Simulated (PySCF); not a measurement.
Input for PySCF: R-M06-2X/LANL2DZ on H6MoO3 (SMILES [OH][MoH3]([OH])[OH]), 2S+1 = 1, a spin state set in the input, which need not be the lowest.

```python
from pyscf import gto, scf, dft, mp
from pyscf.data.elements import chemcore

mol = gto.M(
    atom='''
    Mo   -0.18775439    0.19998587   -0.15013958
    O    -1.93558816   -0.50634624   -0.03037181
    H    -2.21015537   -1.34773810    0.34454479
    O     0.10591707    1.72975180    0.91836979
    H     0.67719655    1.81502142    1.68665234
    O     0.47023258    0.34799104   -1.91458816
    H     1.19275712   -0.13907628   -2.32031404
    H     0.29061923   -1.38388410   -0.25703461
    H     0.09802207   -0.65178519    1.24332001
    H     1.37206404   -0.19963888    0.24508556
    ''',
    basis='lanl2dz',
    ecp={'Mo': 'lanl2dz'},
    charge=0, spin=0, verbose=3, max_memory=1800)
mf = dft.RKS(mol, xc='m062x')
mf.conv_tol = 1e-8
mf.max_cycle = 100
mf.kernel()
if not mf.converged:
    mf = mf.newton().run(mf.mo_coeff, mf.mo_occ)
```

Program output:

```
converged SCF energy = -296.569771254378
```

Self-consistency was reached.

Cost: roughly 9 core-seconds.
